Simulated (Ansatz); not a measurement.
Basis-set extrapolation for CH$_{8}$ClNSi$_{2}$ (`CN([SiH3])[SiH2]Cl`) (PBE0-D4/def2-TZVP geometry, frozen core, Ansatz). Multiplicity 1, RHF reference.

```csv
,def2-TZVPP,def2-QZVPP
HF,-1134.511186,-1134.547443
MP2 correlation,-0.826606,-0.891001
CCSD(T) correlation,-0.927914,not run
```

Energies in hartree. Use E(X) = E(∞) + A·exp(−7.88·√X) for Hartree–Fock and E(X) = E(∞) + B·X^(−2.97) for correlation, with X = 3 and 4, and add CCSD(T) minus MP2 of the smaller set to the MP2 limit.

Problem. What is the CCSD(T) energy at the basis-set limit?

Solution. HF limit: -1134.547443 + (-0.036257) × 0.13774 = -1134.55244. MP2 limit: -0.891001 + (-0.064395) × 0.74074 = -0.93870. Higher-order term: -0.927914 − (-0.826606) = -0.10131. Total: -1135.59245 hartree, 402.6 kJ/mol below CCSD(T)/def2-TZVPP.
